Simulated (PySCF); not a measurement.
A structure optimised at PBE-D3(BJ)/def2-SVP, used in a PySCF frequency run:

```xyz
12

C     -2.4235     0.4680     0.2282
O     -1.0605     0.7977     0.4616
B     -0.0427     0.0147     0.0084
O     -0.2604    -1.1357    -0.6995
C      1.4601     0.4534     0.3119
F      2.3301    -0.5032    -0.2524
H     -2.9161     1.3081    -0.3043
H     -2.9390     0.3264     1.2011
H     -2.5315    -0.4562    -0.3752
H      0.6143    -1.5196    -0.9146
H      1.6635     0.5195     1.4048
H      1.6993     1.4515    -0.1200
```
Charge 0, spin multiplicity 1.

### Question
Write its SMILES and formula.

### Answer
COB(O)CF, C₂H₆BFO₂

### Question
What are its rotational constants (standard atomic weights)?

### Answer
8.8198, 1.9446, 1.6265 GHz
